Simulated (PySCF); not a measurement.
# Electron correlation in Mo²⁺ (molybdenum, charge +2)

[Kr] 4d3 5p1, one real determinant (an excited configuration). All numbers are calculated (PySCF 2.14, a scalar-relativistic core potential, in aug-cc-pwCVDZ-PP with ECP28MDF (6s6p5d3f, 70 functions)). Frozen: 4s2 4p6; 4 electrons correlated.

```tsv
level	correlation energy (mhartree)
CCSD	-31.98
(T)	-0.87
CCSD(T)	-32.85
```

Diagnostics: T1 = 0.0067, D1 = 0.0182, largest double amplitude 0.105.

The real determinant used has ⟨L²⟩ near 14 against 20 for a pure G term, so it mixes terms.

Cost of the coupled-cluster step: roughly 11 core-seconds, for 4 correlated electrons.

Iterations:

```
CC2 = 0
CCSD nocc = (np.int64(4), np.int64(0)), nmo = (66, 66)
frozen orbitals [[0, 1, 2, 3], [0, 1, 2, 3]]
max_cycle = 100
direct = 0
conv_tol = 1e-08
conv_tol_normt = 1e-06
diis_space = 8
diis_start_cycle = 0
Init t2, MP2 energy = -0.0245667446841767
Init E_corr(UCCSD) = -0.0245667446854073
cycle = 1  E_corr(UCCSD) = -0.029054217461056  dE = -0.00448747278  norm(t1,t2) = 0.0253742
cycle = 2  E_corr(UCCSD) = -0.0300811925438131  dE = -0.00102697508  norm(t1,t2) = 0.0136188
cycle = 3  E_corr(UCCSD) = -0.0308280693904079  dE = -0.000746876847  norm(t1,t2) = 0.0105279
cycle = 4  E_corr(UCCSD) = -0.0310011153364022  dE = -0.000173045946  norm(t1,t2) = 0.008013
cycle = 5  E_corr(UCCSD) = -0.0314583661974443  dE = -0.000457250861  norm(t1,t2) = 0.00616771
cycle = 6  E_corr(UCCSD) = -0.0317030060596618  dE = -0.000244639862  norm(t1,t2) = 0.00423037
cycle = 7  E_corr(UCCSD) = -0.0318451357932965  dE = -0.000142129734  norm(t1,t2) = 0.00253526
cycle = 8  E_corr(UCCSD) = -0.0318287699091315  dE = 1.63658842e-05  norm(t1,t2) = 0.00200244
cycle = 9  E_corr(UCCSD) = -0.0320223425584763  dE = -0.000193572649  norm(t1,t2) = 0.00130227
cycle = 10  E_corr(UCCSD) = -0.0319646104181635  dE = 5.77321403e-05  norm(t1,t2) = 0.000611237
cycle = 11  E_corr(UCCSD) = -0.0319743581967938  dE = -9.74777863e-06  norm(t1,t2) = 0.000135817
cycle = 12  E_corr(UCCSD) = -0.0319746712977329  dE = -3.13100939e-07  norm(t1,t2) = 5.04014e-05
cycle = 13  E_corr(UCCSD) = -0.0319750681088141  dE = -3.96811081e-07  norm(t1,t2) = 1.50005e-05
cycle = 14  E_corr(UCCSD) = -0.0319750557970649  dE = 1.23117493e-08  norm(t1,t2) = 6.07543e-06
cycle = 15  E_corr(UCCSD) = -0.0319750303311142  dE = 2.54659506e-08  norm(t1,t2) = 1.79632e-06
cycle = 16  E_corr(UCCSD) = -0.031975023026211  dE = 7.30490323e-09  norm(t1,t2) = 6.49969e-07
UCCSD converged
E(UCCSD) = -66.256268257816  E_corr = -0.03197502302621101
UCCSD(T) correction = -0.00086535978680406
```

The reference is one real determinant that mixes LS terms of this configuration.
